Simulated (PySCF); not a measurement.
H4NSi, SMILES [NH][SiH3], multiplicity 2. Atoms are numbered in the order given.

```xyz
6

N      0.1318    -1.2269     0.0000
Si    -0.0127     0.5193     0.0000
H     -0.7475    -1.7475     0.0000
H      0.6990     1.0016     1.2082
H      0.6990     1.0016    -1.2082
H     -1.3953     1.0626     0.0000
```
Charge 0, spin multiplicity 2.

Coordinates come from a B3LYP-D3(BJ)/def2-TZVP optimisation. A frequency run showed that this geometry is not a minimum. The isomer is the one that the SMILES or the coordinates give; other isomers of the formula were not compared.

The numbers are results of M06-2X/def2-TZVPD (PySCF), not measurements.

Mulliken values depend strongly on the basis, most of all with diffuse functions as here. ESP charges are fitted to the potential on shells at 1.4 to 2.0 van der Waals radii. Atomic charges (e):

```
atom  ESP fit  Mulliken  meta-Löwdin  Mulliken spin
----  -------  --------  -----------  -------------
N1      -0.59     -0.53          [?]           1.01
Si2      0.53      0.37          [?]          -0.04
H3       0.34      0.31          [?]          -0.06
H4      -0.08     -0.05          [?]           0.04
H5      -0.08     -0.05          [?]           0.04
H6      -0.13     -0.06          [?]           0.00
```

### Question
What belongs in the gaps? (Estimate from the structure and the level; the computed values follow.)

### Answer

- N1, meta-Löwdin: -0.53
- Si2, meta-Löwdin: 0.63
- H3, meta-Löwdin: 0.23
- H4, meta-Löwdin: -0.10
- H5, meta-Löwdin: -0.10
- H6, meta-Löwdin: -0.12
